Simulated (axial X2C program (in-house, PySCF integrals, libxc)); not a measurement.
What spin–orbit coupling does to SeH

All values were computed with an axial X2C code built on PySCF integrals. Spin-free means the one-electron spin-free X2C Hamiltonian; two-component (2c) means X2C with spin–orbit coupling and atomic mean-field two-electron Coulomb and Gaunt terms, so the difference of the two also holds small scalar two-electron terms. Basis: Se dyall-cv3z [8s9p6d4f1g], H dyall-v3z [6s2p1d] (cores contracted in-house); Gaussian nuclei, density fitting, unrestricted open shells. Masses: Se 79.917 u, H 1.008 u.

Spin-free state: M_S = 1/2, Λ = 1 (beyond evenly filled blocks: π+α, π+β, π-α); fragments Se + H.

| level | Re (Å) | ωe (cm⁻¹) | De (eV) | μ (D) |
| --- | --- | --- | --- | --- |
| PBE0 | 1.468 | 2427.0 | 3.266 | 0.53 |
| HF | 1.454 | 2551.4 | 2.120 | 0.60 |
| MP2 | 1.460 | 2488.3 | 3.144 | n/a |
| CCSD | 1.467 | 2429.0 | 3.225 | n/a |
| CCSD(T) | 1.469 | 2410.9 | 3.272 | n/a |
| M06 | 1.471 | 2412.2 | 3.355 | 0.45 |

Correlated methods: 7 electrons correlated (number of frozen shells: Se 3 s, 2 p, 1 d; H none), 145 virtual spin orbitals or spinors in MP2, 74 natural virtuals in coupled cluster.

Dipoles are positive if H is the positive end.

Q: Within this multiplet, which Ω should lie lowest by the rule for regular and inverted multiplets?

A: The open π shell holds three electrons, one hole, so the multiplet is inverted: Ω = Λ + 1/2 = 3/2. The PBE0 2c search agrees.

Two-component determinant lowest at the distance of the search:

Ω = 3/2 (⟨Sz⟩ = 0.50, ⟨Lz⟩ = 1.00 at HF); fragments Se + H.

```csv
level,Re (Å),ωe (cm⁻¹),De (eV),μ (D)
PBE0,1.469,2421.4,3.318,0.52
HF,1.454,2546.0,n/a,0.59
MP2,1.461,2483.6,3.126,n/a
CCSD,1.468,2423.9,3.215,n/a
CCSD(T),1.470,2405.9,3.256,n/a
M06,1.472,2406.5,3.328,0.44
```

Q: From the two tables, how do the constants change at the CCSD(T) level (2c against spin-free)?

A: At the CCSD(T) level Re rises by 0.001 Å and ωe decreases by 5.0 cm⁻¹; De changes by -0.016 eV.

One determinant describes the state; a PBE0 search over occupations chose it and may have missed a lower one. Dissociation energies refer to the lowest single-determinant-based atoms at the same level and basis. De is not given where an atomic determinant may have missed its ground term or J level, or where the truncated virtual space spoils (T). Density functionals use the spin component along the axis (collinear). Coupled cluster ran in a truncated set of natural virtual spinors; the MP2 energy of the rest was added. (T) has no such correction and the atoms are truncated less, which lowers De at CCSD(T) by a hundredth of an eV or more. Without a current term, density functionals place determinants with orbital angular momentum somewhat too high.
